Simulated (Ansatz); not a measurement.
**Redistribution: C3H5F3O + CH2BrCl → C3H6F2O + CHBrClF**

Species: C3H5F3O `CCOC(F)(F)F`, singlet; CH2BrCl (bromochloromethane) `ClCBr`, singlet; C3H6F2O `CCOC(F)F`, singlet; CHBrClF (bromochlorofluoromethane) `FC(Cl)Br`, singlet. The partners trade F for H; both sit on C, so the bond types are kept.

Shapes, held fixed at every level: PBE0-D4/def2-TZVP. Flexible molecules stand in one conformer, not always the lowest. Programs: Ansatz 0.2.0. The zero-point and thermal change to 298 K, harmonic and unscaled (PBE0-D4/def2-TZVP), is +1.0 kJ/mol.

```json
{"level": "PBE-D4/def2-TZVPP", "kind": "GGA", "ΔH(298 K) (kJ/mol)": "+49.7", "less CCSD(T)/def2-TZVPP": "-13.3"}
{"level": "B3LYP-D4/def2-TZVPP", "kind": "global hybrid", "ΔH(298 K) (kJ/mol)": "+54.1", "less CCSD(T)/def2-TZVPP": "-8.9"}
{"level": "PBE0-D4/def2-TZVPP", "kind": "global hybrid", "ΔH(298 K) (kJ/mol)": "+60.2", "less CCSD(T)/def2-TZVPP": "-2.8"}
{"level": "wB97X-V/def2-TZVPP", "kind": "range-separated hybrid", "ΔH(298 K) (kJ/mol)": "+61.6", "less CCSD(T)/def2-TZVPP": "-1.4"}
{"level": "MP2/def2-TZVPP", "kind": "perturbation theory", "ΔH(298 K) (kJ/mol)": "+62.8", "less CCSD(T)/def2-TZVPP": "-0.2"}
{"level": "CCSD/def2-SVP", "kind": "coupled cluster or CI", "ΔH(298 K) (kJ/mol)": "+77.4", "less CCSD(T)/def2-TZVPP": "+14.4"}
{"level": "CCSD/def2-TZVPP", "kind": "coupled cluster or CI", "ΔH(298 K) (kJ/mol)": "+65.3", "less CCSD(T)/def2-TZVPP": "+2.3"}
{"level": "CCSD(T)/def2-TZVPP", "kind": "coupled cluster or CI", "ΔH(298 K) (kJ/mol)": "+63.0", "less CCSD(T)/def2-TZVPP": "0.0"}
```

The highest level, CCSD(T)/def2-TZVPP, gives ΔH(298 K) = +63.0 kJ/mol; the levels span +49.7 to +77.4. The column of differences is taken from that level and isn't an error. No measured value is set beside it here. Relativity is left out for Br unless named. Correlated rows may include outer-core shells of Br, which these sets cover unevenly.
